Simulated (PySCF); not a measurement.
Cl₂GeH₄OSi, SMILES Cl[SiH](Cl)[O][GeH3].

Geometry optimised at r2SCAN-D4/def2-SVP. The structure was generated by enumeration, and PubChem lists no compound with its InChIKey, so it may never have been made. Other conformers were not sampled.

All values below come from r2SCAN-D4/def2-SVP in PySCF.

Frequencies are harmonic and unscaled.

Computed normal modes with their intensities:
| mode | ν (cm⁻¹) | IR (km/mol) | Raman (Å⁴/amu) | depolarisation | moving atoms (share of kinetic energy) |
|---|---|---|---|---|---|
| 1 | 26 | 0.8 | 0.4 | 0.75 | Cl 55 %, O 17 %, Ge 17 % |
| 2 | 60 | 0.1 | 0.1 | 0.52 | H 96 % |
| 3 | 66 | 2.9 | 0.2 | 0.58 | Cl 42 %, Ge 40 %, O 11 % |
| 4 | 183 | 1.6 | 2.6 | 0.71 | Cl 75 %, Si 14 %, O 9 % |
| 5 | 255 | 7.6 | 2.5 | 0.72 | O 59 %, Cl 29 % |
| 6 | 327 | 17.2 | 4.5 | 0.61 | Si 41 %, O 30 %, Cl 21 % |
| 7 | 470 | 24.5 | 10.8 | 0.03 | Si 33 %, Cl 30 %, O 19 %, Ge 14 % |
| 8 | 565 | 50.8 | 9.1 | 0.75 | Si 34 %, Cl 20 %, O 20 %, H 16 %, Ge 10 % |
| 9 | 580 | 123.9 | 4.3 | 0.75 | Si 57 %, Cl 36 % |
| 10 | 647 | 43.1 | 11.1 | 0.74 | H 86 %, O 9 % |
| 11 | 654 | 41.9 | 7.9 | 0.67 | H 87 %, O 9 % |
| 12 | 813 | 156.4 | 13.6 | 0.71 | H 89 %, Si 9 % |
| 13 | 829 | 302.4 | 6.9 | 0.28 | H 84 %, Si 12 % |
| 14 | 865 | 151.0 | 13.7 | 0.74 | H 90 % |
| 15 | 873 | 61.2 | 17.2 | 0.75 | H 98 % |
| 16 | 877 | 56.3 | 23.6 | 0.73 | H 98 % |
| 17 | 1045 | 294.5 | 3.0 | 0.32 | O 68 %, Si 21 %, H 10 % |
| 18 | 2171 | 47.0 | 186.3 | 0.05 | H 99 % |
| 19 | 2186 | 101.3 | 105.5 | 0.38 | H 98 % |
| 20 | 2197 | 103.5 | 127.6 | 0.44 | H 98 % |
| 21 | 2318 | 95.6 | 167.8 | 0.19 | H 97 % |
